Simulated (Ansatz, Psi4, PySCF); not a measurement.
COS, charge +1, doublet, at a GFN2-xTB geometry (a state made from the parent by changing its charge; the spin is typed, not shown lowest). Base run: HF/6-311G** (PySCF).

Input for PySCF:
```python
from pyscf import gto, scf

mol = gto.Mole()
mol.atom = '''
    O    -0.000000   -0.000000   -1.683669
    C    -0.000000   -0.000000   -0.552454
    S     0.000000    0.000000    1.049005
'''
mol.basis = '6-311g**'
mol.charge = 1
mol.spin = 1
mol.verbose = 4
mol.build()

mf = scf.UHF(mol)
mf.kernel()
```

The same geometry, method and basis name were run in Ansatz (a quantum-chemistry and plane-wave program) and Psi4 and PySCF, at each program's defaults and at the settings that a row names. The base is PySCF at its defaults. Differences at the defaults can come from grids, fitting, cores and function types together.

```
code and settings                                                           ΔE vs base (µEh)  basis functions      E (Eh)  SCF cycles
--------------------------------------------------------------------------  ----------------  ---------------  ----------  ----------
PySCF, defaults (exact integrals, spherical functions)                                   0.0               62  -509.94356          17
Psi4, defaults (density fitting with its default set, spherical functions)               107               62  -509.94345          15
Ansatz, defaults (factorised integrals, Cartesian functions)                            -132               63  -509.94369           -
PySCF, density fitting with def2-universal-jkfit                                         108               62  -509.94345          17
Psi4, exact integrals, spherical functions                                               0.0               62  -509.94356          20
Ansatz, high accuracy, Cartesian functions as the basis file defines them               -133               63  -509.94369           -
```

Open shells are given as the SCF converged; they aren't shown to be the lowest states, and a large step between rows can be another state.
